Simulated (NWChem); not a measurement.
**Correlation energy of Cl₂Si**

```
Si
Cl 1 2.1112
Cl 1 2.1112 2 101.95
```
Charge 0, spin multiplicity 1.

All runs are NWChem calculations. All single points use one geometry, from PBE/def2-SVP, a minimum by its harmonic frequencies.

Basis set: cc-pVTZ. Each correlation energy counts from its own Hartree-Fock reference.

The correlated methods keep 15 core orbitals frozen. The structure started from a generated list of species. No row is a measurement; the coupled-cluster row has its own basis-set and correlation limits.

Task: Order these methods by the correlation energy they give, lowest first: RI-MP2, SCS-MP2, CR-CCSD[T], CCSD, CCSD+T(CCSD).

Result: CCSD+T(CCSD) (-533.0 mHa), CR-CCSD[T] (-526.9 mHa), CCSD (-509.1 mHa), RI-MP2 (-470.3 mHa), SCS-MP2 (-463.1 mHa)
